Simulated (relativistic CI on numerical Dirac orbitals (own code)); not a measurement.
Radial parameters of Cs¹⁰⁺

Computed by Dirac-Coulomb-Breit CI, separate exchange-only KLI orbitals for each configuration, model QED (radiative potential, 1s self-energy scaled to tabulated hydrogen-like ionisation energies), unscaled Slater integrals (own radial code, finite nucleus).

Slater integrals F^k, G^k are unscaled and averaged over j, outside the closed core [Ar] 3d10; ζ comes from projecting the Hamiltonian with its Breit term on Σ l·s of the shell.

- 4s2 4p6 4d9: ζ(4d) = 7593.3 cm⁻¹; <r>(4d) = 0.7979, <r^2>(4d) = 0.7322 (bohr units).
- 4s2 4p5 4d10: ζ(4p) = 75991 cm⁻¹; <r>(4p) = 0.7257, <r^2>(4p) = 0.5972 (bohr units).
- 4s2 4p6 4d8 4f: F^2(4d,4d) = 127410, F^4(4d,4d) = 85507, ζ(4d) = 7673.9, F^2(4d,4f) = 111920, F^4(4d,4f) = 72367, G^1(4d,4f) = 133480, G^3(4d,4f) = 84279, G^5(4d,4f) = 59746, ζ(4f) = 395.5 cm⁻¹; <r>(4d) = 0.7955, <r^2>(4d) = 0.7279, <r>(4f) = 0.9557, <r^2>(4f) = 1.08 (bohr units).

Problem. Give the Racah parameters of the d shell in 4s2 4p6 4d8 4f.

Solution. B = F²/49 − 5F⁴/441 = 1631 cm⁻¹ and C = 35F⁴/441 = 6786 cm⁻¹.

Averages of the first 10 configurations, taken without configuration mixing, which lowers the lowest level and can move excited configurations by several eV; other configurations of the list can lie among them:

```csv
Configuration,Parity,States,Average energy above the lowest level (eV)
4s2 4p6 4d9,even,10,2.1
4s2 4p5 4d10,odd,6,101.6
4s2 4p6 4d8 4f,odd,630,98.6
4s2 4p6 4d8 5s,even,90,77.5
4s 4p6 4d10,even,2,166.9
4s2 4p6 4d8 5p,odd,270,97.2
4s2 4p5 4d9 4f,even,840,196.9
4s2 4p6 4d8 5d,even,450,126.1
4s2 4p6 4d7 5s 5p,odd,1440,176.5
4s2 4p6 4d7 4f 5s,odd,3360,175.7
```
